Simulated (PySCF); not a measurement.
Compounds:

A. SMILES C#CC/C(=C/F)CC=C
B. SMILES CO[SiH2]CC(=C=O)OC
C. `InChI=1S/C8H9F/c1-2-7-5-3-4-6-8(7)9/h1,3,5,7-8H,4,6H2/t7-,8-/m1/s1`

Spectrum 1. 13C{1H} NMR (computed): δ 134.7 (CH), 134.0 (CH), 98.2 (CH), 90.2 (C), 75.7 (CH), 38.1 (CH), 32.6 (CH2), 28.8 (CH2).

Spectrum 2. 13C{1H} NMR (computed): δ 262.0 (C), 95.3 (C), 58.5 (CH3), 54.2 (CH3), 16.5 (CH2).

Spectrum 3. 13C{1H} NMR (computed): δ 154.5 (CH), 145.6 (CH), 125.5 (C), 124.2 (CH2), 87.0 (C), 75.4 (CH), 35.8 (CH2), 20.6 (CH2).

- GIAO PBE0/pcSseg-1 shieldings
- geometry: GFN2-xTB
- run in PySCF 2.14
- one averaged value for each set of equivalent atoms, no solvent model, non-relativistic, one computed conformer

Shifts are taken against calculated references (same method and geometry level): TMS for 13C (186.93 ppm). Splittings of carbon signals by F and P are missing where no couplings were computed. Shifts are as computed. Against solution values, carbons near 30 ppm lie about +3 ppm off and those near 130 ppm about +5 ppm. Of 1309 compounds with measured shifts, 239 miss one by over three times the rms of a fit or turn the order of signals round; such compounds aren't used in these exercises.

Question: Match each spectrum to its structure.

Answer: 1–C, 2–B, 3–A.

- Spectrum 1 (C): 8 13C signals; δC 134.7 is an alkene CH; δC 134.0 is an alkene CH.
- Spectrum 2 (B): 5 13C signals; δC 58.5 is a methyl carbon bonded to O; δC 54.2 is a methyl carbon bonded to O.
- Spectrum 3 (A): 8 13C signals; δC 154.5 is an alkene CH; δC 145.6 is an alkene CH.
